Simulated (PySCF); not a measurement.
## Correlation energy of Yb (ytterbium, neutral)

Starting occupation: [Xe] 4f14 6s2. Computed with PySCF 2.14 in x2c-TZVPPall-2c with one added diffuse shell each of s, p, d, f type (12s12p11d5f2g, 156 functions), with X2C-1e with screened-nucleus spin-orbit coupling, Gaussian nucleus. Frozen: [Kr] 4d10; 24 electrons correlated; the 40 highest virtual spinors left out.

MP2 pair energies summed by pair of shells (mhartree):

```
       pair   energy  share (%)
4f5/2-4f7/2  -377.05       28.2
4f7/2-4f7/2  -231.90       17.4
4f5/2-4f5/2  -121.55        9.1
4f7/2-5p3/2  -113.55        8.5
4f5/2-5p3/2   -87.43        6.5
4f7/2-5p1/2   -65.10        4.9
5p3/2-5p3/2   -55.96        4.2
5p1/2-5p3/2   -52.84        4.0
4f5/2-5p1/2   -42.21        3.2
4f7/2-5s1/2   -38.18        2.9
4f5/2-5s1/2   -27.97        2.1
5p3/2-6s1/2   -21.69        1.6
5p3/2-5s1/2   -21.25        1.6
6s1/2-6s1/2   -18.37        1.4
5p1/2-5p1/2   -13.15        1.0
4f7/2-6s1/2   -12.75        1.0
5p1/2-5s1/2   -10.57        0.8
4f5/2-6s1/2    -8.78        0.7
5p1/2-6s1/2    -8.57        0.6
5s1/2-5s1/2    -6.10        0.5
5s1/2-6s1/2    -1.44        0.1
```

Total MP2 correlation energy: -1336.4 mhartree.

The virtual space was cut to 102 spinors, which keep -1270.3 of the -1336.4 mhartree of MP2 correlation.

```csv
level,correlation energy (mhartree)
CCSD,-1043.5
```

Diagnostics: T1 = 0.018, largest double amplitude 0.106.

Cost of the coupled-cluster step: 460 s of wall time on 4 threads of Neoverse-V2 (shared host), for 24 occupied and 102 virtual spinors.

The coupled-cluster values are those of the cut space; adding the MP2 remainder, -66.10 mhartree, estimates the full space.

This basis was not built for core-valence correlation, so the inner-shell part is incomplete.
